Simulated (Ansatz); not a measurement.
A run for Ansatz (a program for electronic structure): R-MP2/aug-cc-pVTZ on C2H3FO (a complex), monomers drawn apart or pushed together.

Ansatz 0.2 input:
```yaml
crystal:
  periodic: [false, false, false]
  atoms:
    - {symbol: C, position_ang: [0.09766566, 0.39493887, 0.63919541]}
    - {symbol: O, position_ang: [-0.44639982, -0.17279041, -0.16476664]}
    - {symbol: C, position_ang: [-0.07077565, -0.99525090, 6.41313064]}
    - {symbol: F, position_ang: [-0.76337934, -1.72937743, 5.45430875]}
    - {symbol: H, position_ang: [0.63614285, -1.65670955, 6.91518467]}
    - {symbol: H, position_ang: [0.45859642, -0.18385250, 5.91365759]}
    - {symbol: H, position_ang: [-0.78774543, -0.59501398, 7.13081931]}
basis:
  gaussian:
    orbitals: aug-cc-pVTZ
magnetization: {spin_polarized: false}
correlation: {method: mp2, electrons: outside_noble_gas}
scf: {lower_state_search: off}
```

The log:

```
WARN ansatz: RAYON_NUM_THREADS=1 ignored (pool sized by the plan → 1); use --threads N
Functional definition: HF
these checks for a lower state are left out or cut short: stability, starts, cluster_reference, orbital_swaps, neighbouring_geometries, increment
integrals: 0.53 GiB planned
1497 factors; integrals over basis functions are off by at most 6.3e-4 eV
mean field: 0.70 GiB planned
mean field evaluation 1: about -6851.7588 eV, gradient 3.4e1 eV
mean field evaluation 2: about -6851.7598 eV, gradient 3.4e1 eV
mean field evaluation 4: about -6853.9445 eV, gradient 3.6e0 eV
mean field evaluation 8: about -6853.9779 eV, gradient 1.5e-4 eV
mean field -6853.97790144 eV, -251.8790420849 hartree, gradient 2.1e-6 eV, S^2 0.000000; 0 other end points of the search recorded, 0 dependent functions left out
4 core orbitals not correlated
reference -6853.97790144 eV, -251.8790420849 hartree; 12, 12 occupied and 237, 237 virtual orbitals, 1497 factors
second order -21.89589549 eV of doubles, -0.00000000 eV of singles
Total energy: -6875.87379693 eV, -252.6837014026 hartree
Checks for a lower state left out: stability, starts, cluster_reference, orbital_swaps, neighbouring_geometries, increment
```

Self-consistency was reached.

Cost: around 2.9 core-seconds (rough).
